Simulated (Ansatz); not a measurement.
Abridged output of a molecular run in Ansatz:

```
Functional definition: HF
829 factors; integrals over basis functions are off by at most 6.6e-4 eV
mean field evaluation 1: about -90366.0991 eV, gradient 1.6e1 eV
mean field evaluation 2: about -90366.2616 eV, gradient 1.6e1 eV
mean field evaluation 4: about -90367.2499 eV, gradient 1.7e0 eV
mean field evaluation 8: about -90367.2854 eV, gradient 2.2e-1 eV
mean field evaluation 16: about -90367.2859 eV, gradient 1.3e-6 eV
mean field -90367.28587764 eV, -3320.9365028570 hartree, gradient 1.3e-6 eV, S^2 0.000000; 0 other end points of the search recorded, 0 dependent functions left out; unrestricted orbitals would lower it
19 core orbitals not correlated: weight in the atoms' cores, before any rotation towards them, 1.000 or more for the frozen orbitals, at most 0.000 for the correlated occupied ones
reference -90367.28587764 eV, -3320.9365028570 hartree; 14, 14 occupied and 99, 99 virtual orbitals, 829 factors
second order -15.18631721 eV of doubles, -0.00000000 eV of singles
cycle   1  -15.52323572 eV  change   -3.4e-1 eV  update   8.9e-2
cycle   2  -15.90653331 eV  change   -3.8e-1 eV  update   2.8e-2
cycle   3  -15.97967484 eV  change   -7.3e-2 eV  update   1.6e-2
cycle   4  -15.96124248 eV  change    1.8e-2 eV  update   4.3e-3
cycle   5  -15.96156586 eV  change   -3.2e-4 eV  update   1.7e-3
cycle   6  -15.96176528 eV  change   -2.0e-4 eV  update   5.4e-4
cycle   7  -15.96147270 eV  change    2.9e-4 eV  update   1.9e-4
cycle   8  -15.96153011 eV  change   -5.7e-5 eV  update   6.5e-5
cycle   9  -15.96153438 eV  change   -4.3e-6 eV  update   2.5e-5
perturbative correction -0.68309858 eV, -0.0251034097 hartree
Total energy: -90383.93051061 eV, -3321.5481818362 hartree
```

Its atoms:

Cartesian coordinates in Å:
```
Cl 0.812 0.837 -1.239
Si -0.429 0.689 0.418
Br -0.383 -1.525 0.821
```

Question: Which basis set was used?
A. def2-SVP
B. def2-TZVPP
C. def2-QZVPP
D. def2-TZVPPD

Answer: B. It gives 132 functions.

Question: Write the keys of the input that set method, charge and spin (a neutral closed shell needs none for the last two).

Answer: 
```yaml
correlation: {method: ccsd_t}
```
